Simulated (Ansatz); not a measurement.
One change: `CC(Cl)BS` becomes `CC(Br)BS`.

Ansatz, PBE0-D4/def2-TZVP geometries, multiplicity 1. Each molecule was computed in one conformer, which needn't be the lowest.

Scalar relativity is left out up to krypton.

| property | `CC(Cl)BS` |
| --- | --- |
| LUMO energy (PBE0/def2-TZVPP) / eV | -1.25 |
| LUMO energy (ωB97M-V/def2-TZVPP) / eV | 0.74 |
| size of the dipole moment (B3LYP/def2-TZVPP) / D | 2.20 |
| HOMO energy (B3LYP/def2-TZVPP) / eV | -7.80 |
| HOMO energy (PBE/def2-TZVPP) / eV | -6.77 |
| HOMO energy (PBE0/def2-TZVPP) / eV | -8.05 |

(1) Give the same properties after the change, and the shifts. (Best estimate.)

## Answers

(1) The calculation gave: 
| property | `CC(Br)BS` | shift |
| --- | --- | --- |
| LUMO energy (PBE0/def2-TZVPP) / eV | -1.36 | -0.11 |
| LUMO energy (ωB97M-V/def2-TZVPP) / eV | 0.61 | -0.13 |
| size of the dipole moment (B3LYP/def2-TZVPP) / D | 2.20 | 0.00 |
| HOMO energy (B3LYP/def2-TZVPP) / eV | -7.52 | 0.28 |
| HOMO energy (PBE/def2-TZVPP) / eV | -6.55 | 0.22 |
| HOMO energy (PBE0/def2-TZVPP) / eV | -7.76 | 0.29 |

With PBE0 the HOMO rises by 0.29 eV and the LUMO falls by 0.11 eV, so the gap narrows by about 0.40 eV. PBE moves the HOMO by 0.22 eV and ωB97M-V by 0.32 eV. Dipoles are sizes alone; their direction can turn.

B3LYP here is the variant with VWN-RPA as its local correlation; programs differ in this.

Spin–orbit coupling is left out; it splits and shifts lone-pair levels of the heavy atoms by tenths of an eV.
